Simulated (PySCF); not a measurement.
# Working out the ionisation energy of Mn⁺

Mn⁺ [Ar] 3d5 4s1 (7S) → Mn²⁺ [Ar] 3d5 (6S). Calculation: PySCF 2.14, in x2c-TZVPPall (6s5p4d2f1g, 64 functions); scalar relativity by spin-free X2C-1e. Frozen: [Ne]. Energies in hartree (1 hartree = 27.21139 eV):

```json
{"part": "UHF", "Mn⁺ (lower)": "-1157.152926", "Mn²⁺ (upper)": "-1156.606975"}
{"part": "CCSD correlation", "Mn⁺ (lower)": "-0.409260", "Mn²⁺ (upper)": "-0.384102"}
{"part": "(T)", "Mn⁺ (lower)": "-0.007975", "Mn²⁺ (upper)": "-0.006517"}
```

**Question.** What does Hartree-Fock give?

**Answer.** (-1156.606975) − (-1157.152926) = 0.545951 hartree = 14.856 eV.

**Question.** What do CCSD and CCSD(T) give?

**Answer.** The CCSD correlation energies differ by 0.025158 hartree = 0.685 eV and the triples by 0.001458 hartree = 0.040 eV, so CCSD gives 15.541 eV and CCSD(T) 15.581 eV.

Measured between the centres of the two terms (NIST): 15.640 eV, so CCSD(T) (valence and next inner shell) is off by -0.059 eV.

What remains against the reference includes basis incompleteness, the frozen core and higher excitations.
